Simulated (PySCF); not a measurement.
Record of a relaxation.

Species: C2H6SeSi2.
SMILES with atom numbers: `[CH:1]#[C:2][SiH2:3][Se:4][SiH3:5]` (hydrogens: H6 on C1; H7, H8 on Si3; H9, H10, H11 on Si5)

Method: PBE0-D3(BJ)/def2-SVP geometry optimisation, gas phase in PySCF; density fitting, grid level 1; the optimiser is geomeTRIC in internal coordinates, started from a GFN2-xTB structure with every atom displaced at random (about 0.01 Å). 10 of its 12 geometries are shown. The frame can shift and turn from step to step; on so coarse a grid that alone can change the energy by a few meV, and forces under 0.02 eV/Å are noise.

Step 0: E = -83244.4905 eV, largest atomic force 4.004 eV/Å
```
atom  x, y, z in Å  |  force x, y, z in eV/Å
C1      1.916   -1.942    0.385   -0.858   3.899  -0.307
C2      1.660   -0.745    0.283    0.276  -0.770   0.047
Si3     1.238    1.046    0.046    0.022  -0.871  -0.234
Se4    -0.528    1.226   -1.355   -0.308   0.123  -0.409
Si5    -2.171    0.131   -0.173    1.253   0.644   0.400
H6      2.104   -2.939    0.470    0.550  -2.680   0.236
H7      0.905    1.626    1.348    0.028   0.239   0.471
H8      2.347    1.745   -0.652    0.050   0.049   0.070
H9     -3.344    0.201   -1.000   -0.880  -0.029  -0.624
H10    -1.712   -1.226    0.099    0.016  -0.658   0.103
H11    -2.377    0.851    1.103   -0.150   0.053   0.248
```

Step 1: E = -83244.6650 eV, largest atomic force 0.488 eV/Å
```
atom  x, y, z in Å  |  force x, y, z in eV/Å
C1      1.785   -1.923    0.395    0.135  -0.469   0.015
C2      1.602   -0.729    0.262   -0.118   0.235  -0.033
Si3     1.201    1.048    0.021    0.165  -0.139  -0.037
Se4    -0.528    1.285   -1.445   -0.051  -0.013   0.044
Si5    -2.050    0.144   -0.169    0.053   0.098  -0.051
H6      1.966   -2.989    0.496   -0.066   0.358  -0.003
H7      0.880    1.637    1.351   -0.035   0.031   0.027
H8      2.353    1.755   -0.604    0.004  -0.007   0.029
H9     -3.296    0.168   -0.976   -0.107  -0.040  -0.024
H10    -1.604   -1.251    0.086    0.011  -0.083  -0.012
H11    -2.272    0.829    1.136    0.007   0.029   0.045
```

Step 2: E = -83244.6711 eV, largest atomic force 0.066 eV/Å
```
atom  x, y, z in Å  |  force x, y, z in eV/Å
C1      1.793   -1.919    0.403    0.049  -0.001  -0.013
C2      1.604   -0.725    0.259   -0.056  -0.033  -0.013
Si3     1.209    1.047    0.014    0.040  -0.018   0.016
Se4    -0.535    1.292   -1.440   -0.019  -0.001   0.015
Si5    -2.058    0.142   -0.174    0.025   0.026  -0.005
H6      1.976   -2.974    0.520   -0.012   0.037   0.013
H7      0.886    1.639    1.343   -0.010   0.014  -0.006
H8      2.364    1.751   -0.607   -0.004   0.000  -0.001
H9     -3.325    0.183   -0.959   -0.008  -0.012   0.008
H10    -1.621   -1.266    0.046   -0.011  -0.011  -0.014
H11    -2.255    0.806    1.149    0.007  -0.002  -0.001
```

Step 4: E = -83244.6753 eV, largest atomic force 0.154 eV/Å
```
atom  x, y, z in Å  |  force x, y, z in eV/Å
C1      1.783   -1.894    0.437   -0.022   0.152   0.011
C2      1.574   -0.709    0.254    0.001  -0.049  -0.011
Si3     1.205    1.062   -0.012   -0.068   0.085   0.022
Se4    -0.572    1.340   -1.423    0.022   0.009  -0.031
Si5    -2.047    0.113   -0.180   -0.025  -0.073   0.019
H6      1.973   -2.935    0.610    0.026  -0.143  -0.001
H7      0.907    1.682    1.312    0.025  -0.015  -0.007
H8      2.360    1.742   -0.658    0.004  -0.006  -0.016
H9     -3.367    0.248   -0.863    0.033   0.025   0.010
H10    -1.648   -1.324   -0.135   -0.003   0.027   0.009
H11    -2.131    0.649    1.212    0.007  -0.013  -0.004
```

Step 5: E = -83244.6763 eV, largest atomic force 0.163 eV/Å
```
atom  x, y, z in Å  |  force x, y, z in eV/Å
C1      1.755   -1.859    0.473   -0.063   0.147   0.027
C2      1.534   -0.682    0.253    0.044  -0.033  -0.008
Si3     1.196    1.090   -0.038   -0.106   0.123   0.008
Se4    -0.617    1.392   -1.400    0.053  -0.004  -0.044
Si5    -2.024    0.070   -0.182   -0.053  -0.101   0.019
H6      1.946   -2.891    0.691    0.035  -0.159  -0.016
H7      0.943    1.739    1.282    0.037  -0.022  -0.004
H8      2.348    1.737   -0.723    0.007  -0.008  -0.015
H9     -3.391    0.299   -0.737    0.035   0.037   0.013
H10    -1.672   -1.374   -0.326    0.009   0.030   0.023
H11    -1.980    0.454    1.261    0.004  -0.011  -0.002
```

Step 6: E = -83244.6786 eV, largest atomic force 0.113 eV/Å
```
atom  x, y, z in Å  |  force x, y, z in eV/Å
C1      1.737   -1.840    0.485   -0.057   0.061   0.028
C2      1.517   -0.665    0.255    0.052  -0.004   0.001
Si3     1.190    1.108   -0.046   -0.076   0.083  -0.005
Se4    -0.632    1.401   -1.396    0.037  -0.012  -0.030
Si5    -2.011    0.045   -0.179   -0.041  -0.065   0.011
H6      1.924   -2.874    0.706    0.022  -0.081  -0.024
H7      0.958    1.768    1.271    0.025  -0.014  -0.001
H8      2.340    1.738   -0.750    0.005  -0.005  -0.008
H9     -3.391    0.310   -0.681    0.018   0.027   0.011
H10    -1.678   -1.395   -0.385    0.011   0.016   0.015
H11    -1.915    0.378    1.273    0.004  -0.007   0.002
```

Step 7: E = -83244.6814 eV, largest atomic force 0.097 eV/Å
```
atom  x, y, z in Å  |  force x, y, z in eV/Å
C1      1.695   -1.803    0.502   -0.035  -0.091  -0.005
C2      1.490   -0.627    0.264    0.060   0.041   0.023
Si3     1.175    1.149   -0.062    0.009  -0.036  -0.018
Se4    -0.657    1.398   -1.398   -0.010  -0.013   0.003
Si5    -1.982   -0.007   -0.169    0.007   0.031   0.002
H6      1.870   -2.846    0.708   -0.005   0.073  -0.016
H7      0.981    1.831    1.249   -0.007   0.009   0.003
H8      2.323    1.749   -0.796   -0.002   0.005   0.005
H9     -3.381    0.319   -0.567   -0.020  -0.010   0.004
H10    -1.688   -1.437   -0.465    0.001  -0.013  -0.007
H11    -1.788    0.248    1.289    0.002   0.004   0.006
```

Step 9: E = -83244.6825 eV, largest atomic force 0.034 eV/Å
```
atom  x, y, z in Å  |  force x, y, z in eV/Å
C1      1.700   -1.809    0.484   -0.019  -0.014  -0.025
C2      1.511   -0.627    0.264    0.027   0.013   0.016
Si3     1.180    1.145   -0.061    0.000  -0.019  -0.003
Se4    -0.648    1.373   -1.409   -0.005  -0.003   0.006
Si5    -1.987   -0.001   -0.158    0.011   0.014  -0.001
H6      1.868   -2.856    0.671    0.003   0.012   0.007
H7      0.966    1.825    1.249   -0.005   0.004  -0.003
H8      2.324    1.761   -0.786   -0.003   0.002  -0.002
H9     -3.382    0.303   -0.586   -0.005  -0.006   0.004
H10    -1.678   -1.437   -0.408   -0.006  -0.003  -0.002
H11    -1.815    0.299    1.294    0.003   0.000   0.003
```

Step 10: E = -83244.6828 eV, largest atomic force 0.035 eV/Å
```
atom  x, y, z in Å  |  force x, y, z in eV/Å
C1      1.693   -1.799    0.478   -0.006   0.026  -0.022
C2      1.517   -0.614    0.261    0.005  -0.006   0.005
Si3     1.177    1.154   -0.072   -0.011   0.007   0.005
Se4    -0.661    1.364   -1.410    0.006   0.005  -0.003
Si5    -1.979   -0.016   -0.145   -0.002  -0.003   0.003
H6      1.853   -2.845    0.663    0.005  -0.026   0.013
H7      0.963    1.844    1.232    0.002  -0.004  -0.002
H8      2.314    1.774   -0.806   -0.001  -0.001  -0.005
H9     -3.385    0.302   -0.528    0.004  -0.001   0.003
H10    -1.690   -1.452   -0.425   -0.002   0.003   0.004
H11    -1.764    0.262    1.306    0.000  -0.001   0.000
```

Step 11: E = -83244.6828 eV, largest atomic force 0.020 eV/Å
```
atom  x, y, z in Å  |  force x, y, z in eV/Å
C1      1.694   -1.799    0.473   -0.001   0.016  -0.012
C2      1.519   -0.613    0.258   -0.001  -0.006   0.001
Si3     1.176    1.154   -0.074   -0.006   0.006   0.002
Se4    -0.663    1.362   -1.410    0.004   0.004  -0.001
Si5    -1.979   -0.016   -0.141   -0.003  -0.004   0.002
H6      1.855   -2.846    0.660    0.003  -0.015   0.007
H7      0.963    1.843    1.231    0.002  -0.004  -0.001
H8      2.311    1.776   -0.810   -0.001  -0.001  -0.004
H9     -3.386    0.302   -0.520    0.003   0.001   0.002
H10    -1.693   -1.452   -0.421    0.000   0.002   0.003
H11    -1.760    0.262    1.310    0.000   0.000   0.000
```

Task: Summarise the path.

Result: The energy falls by 0.1924 eV from step 0 to step 11; nine tenths of that is first reached at step 1. It falls at every step. The largest force goes from 4.004 to 0.020 eV/Å. Among the bonds C1–H6 changes most, from 1.018 to 1.075 Å; the atoms move by 0.389 Å rms after alignment.

Task: Follow the three bonds and two angles with the largest change from start to end.

Result: 
```tsv
step	E above end (eV)	largest force (eV/Å)	C1–H6 (Å)	Si5–H9 (Å)	Si5–H10 (Å)	Si3–Se4–Si5 (°)	H9–Si5–H10 (°)
0	0.1924	4.004	1.018	1.436	1.458	101.6	114.2
1	0.0178	0.488	1.085	1.485	1.487	95.4	111.1
2	0.0117	0.066	1.077	1.490	1.491	95.9	110.7
3	0.0100	0.085	1.074	1.491	1.492	95.9	110.3
4	0.0075	0.154	1.072	1.492	1.493	95.8	109.7
5	0.0065	0.163	1.072	1.493	1.493	95.4	109.2
6	0.0042	0.113	1.074	1.492	1.492	95.2	109.3
7	0.0015	0.097	1.078	1.490	1.490	94.8	110.0
8	0.0008	0.073	1.077	1.490	1.490	94.9	110.1
9	0.0003	0.034	1.076	1.491	1.490	94.9	110.0
10	0.0000	0.035	1.075	1.491	1.491	94.8	109.8
11	0.0000	0.020	1.075	1.491	1.491	94.8	109.8
```

The cost below is that of the whole optimisation. On one thread of an Arm Neoverse V1, shared host with 32 logical CPUs at a one-minute load of 27, this took 87 s wall and 0.53 GiB of memory at its peak.
